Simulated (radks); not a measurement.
Species: Gd+. Configuration: [Xe] 4f6.5 5d1 6s1.5 (fractional occupations, a model configuration). Method: Dirac Kohn-Sham, LDA (Slater exchange, Perdew-Wang correlation), spin-unpolarised, spherical densities, finite nucleus; open shells fill j = l - 1/2 first; Fermi nuclear charge, rms radius 5.1569 fm; computed with a radial shooting solver on a logarithmic mesh with Libxc functionals. Some entries of the table are withheld. Estimate them.

orbital  occ.  eigenvalue (hartree)  <r^2> (bohr^2)  <1/r> (bohr^-1)
1s1/2       2             -1837.675       0.0006559            71.58
2s1/2       2             -303.6622         0.01023            17.08
2p1/2       2                   (1)        0.007423            17.07
2p3/2       4                   (2)        0.008657            15.08
3s1/2       2             -67.62915         0.06832            6.222
3p1/2       2             -61.03732             (3)            6.142
3p3/2       4             -55.80143             (4)            5.638
3d3/2       4             -44.36395         0.05640            5.519
3d5/2       6             -43.22218         0.05838            5.393
4s1/2       2             -13.93315          0.3452            2.608
4p1/2       2             -11.36563          0.3627              (5)
4p3/2       4             -10.19116          0.4016              (6)
4d3/2       4              -5.94881          0.4591            2.115
4d5/2       6              -5.73600          0.4742            2.073
5s1/2       2              -2.17138           1.958              (7)
5p1/2       2              -1.44980           2.457           0.8998
5p3/2       4              -1.28093           2.777           0.8381
4f5/2       6              -0.73144          0.8939            1.561
4f7/2     0.5              -0.70258          0.9191            1.543
6s1/2     1.5              -0.37562           13.85           0.3600
5d3/2       1              -0.37549           6.661           0.5483
5d5/2       0              -0.36207           6.987           0.5344

Answer. 
(1) 2p1/2 eigenvalue (hartree): -288.5016
(2) 2p3/2 eigenvalue (hartree): -262.9615
(3) 3p1/2 <r^2> (bohr^2): 0.06360
(4) 3p3/2 <r^2> (bohr^2): 0.07068
(5) 4p1/2 <1/r> (bohr^-1): 2.504
(6) 4p3/2 <1/r> (bohr^-1): 2.331
(7) 5s1/2 <1/r> (bohr^-1): 1.014
